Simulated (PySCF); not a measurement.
This PySCF input asks for the NMR shieldings of SMILES C[C@H](CC=C)[AlH][O]C, C₆H₁₃AlO; the geometry comes from GFN2-xTB.

```python
import basis_set_exchange as bse
import numpy as np
from pyscf import gto, dft
from pyscf.prop import nmr

atoms = """
C    -3.586113    0.983208   -0.381686
C    -2.812815    0.084356    0.199245
C    -1.520488   -0.408931   -0.363527
C    -0.305322    0.130181    0.417617
C    -0.113463   -0.555567    1.775753
Al    1.228918   -0.089501   -0.886514
O     2.833388    0.017190   -0.535388
C     4.204483    0.091305   -0.263353
H    -3.339280    1.402957   -1.343849
H    -4.497265    1.336993    0.071050
H    -3.083886   -0.318826    1.166732
H    -1.496761   -1.502824   -0.343685
H    -1.432404   -0.094991   -1.413207
H    -0.505272    1.195029    0.622605
H    -0.067392   -1.637896    1.658279
H     0.821562   -0.227906    2.231609
H    -0.924877   -0.318056    2.464369
H     0.878365   -0.404545   -2.347791
H     4.754928   -0.563724   -0.942071
H     4.400071   -0.218911    0.765594
H     4.554704    1.117401   -0.397552
"""
names = dict.fromkeys(["C", "Al", "O", "H"], "pcSseg-1")
basis = {el: gto.basis.parse(bse.get_basis(n, elements=[el], fmt="nwchem")) for el, n in names.items()}
mol = gto.M(atom=atoms, basis=basis, charge=0, verbose=0)
mf = dft.RKS(mol, xc="PBE0")
mf.grids.level = 2
mf.grids.alignment = dft.numint.BLKSIZE   # the property module wants whole blocks of grid points
mf.conv_tol = 1e-9
mf.kernel()

calc = nmr.RKS(mf)   # GIAO
C = mf.mo_coeff
Co = C[:, mf.mo_occ > 0]
resp = mf.gen_response(singlet=True, hermi=2)
def vind(x):   # induced exchange potential for any number of trial vectors
    d = np.einsum("pi,xij,qj->xpq", C, 2 * x.reshape(-1, C.shape[1], Co.shape[1]), Co, optimize=True)
    return np.einsum("xpq,pi,qj->xij", resp(d - d.transpose(0, 2, 1)), C, Co, optimize=True).ravel()
mo1, _ = nmr.rhf.solve_mo1(calc, with_cphf=vind)
sigma = calc.kernel(mo1)
for i, s in enumerate(sigma):   # ppm
    w = np.linalg.eigvalsh((s + s.T) / 2)
    print("%2d %-2s iso %8.1f  s11 %8.1f  s22 %8.1f  s33 %8.1f" % (i, mol.atom_pure_symbol(i), w.mean(), *w))
```

Q: Give the expected output.

A: 
```
 0 C  iso     68.1  s11    -39.2  s22     87.4  s33    156.2
 1 C  iso     37.8  s11    -93.3  s22     38.9  s33    167.6
 2 C  iso    143.5  s11    138.6  s22    140.4  s33    151.5
 3 C  iso    159.8  s11    149.2  s22    157.1  s33    172.9
 4 C  iso    169.5  s11    152.7  s22    170.7  s33    185.3
 5 Al iso    399.7  s11    340.9  s22    373.6  s33    484.7
 6 O  iso    279.3  s11    224.6  s22    258.4  s33    354.8
 7 C  iso    129.4  s11    100.9  s22    103.7  s33    183.7
 8 H  iso     26.5  s11     23.1  s22     25.6  s33     30.6
 9 H  iso     26.6  s11     23.8  s22     25.4  s33     30.5
10 H  iso     25.0  s11     22.1  s22     23.7  s33     29.3
11 H  iso     30.1  s11     27.0  s22     29.1  s33     34.1
12 H  iso     29.2  s11     24.8  s22     29.2  s33     33.4
13 H  iso     31.3  s11     28.0  s22     30.8  s33     35.0
14 H  iso     31.1  s11     27.8  s22     28.8  s33     36.6
15 H  iso     30.3  s11     25.1  s22     29.0  s33     36.7
16 H  iso     30.1  s11     24.9  s22     28.9  s33     36.4
17 H  iso     27.4  s11     23.3  s22     26.0  s33     32.9
18 H  iso     27.2  s11     23.0  s22     24.9  s33     33.7
19 H  iso     27.3  s11     22.7  s22     25.5  s33     33.6
20 H  iso     27.3  s11     23.0  s22     25.1  s33     33.9
```

These numbers come from an equivalent density-fitted implementation of the same equations, which agrees with the script to about 0.01 ppm for H and up to a few tenths of a ppm for heavy atoms, so last digits may differ.

Size and cost of the density-fitted run: 208 basis functions, 32 s wall time on 1 thread of an Intel Xeon 6975P-C, shared host; peak memory 0.94 GiB.
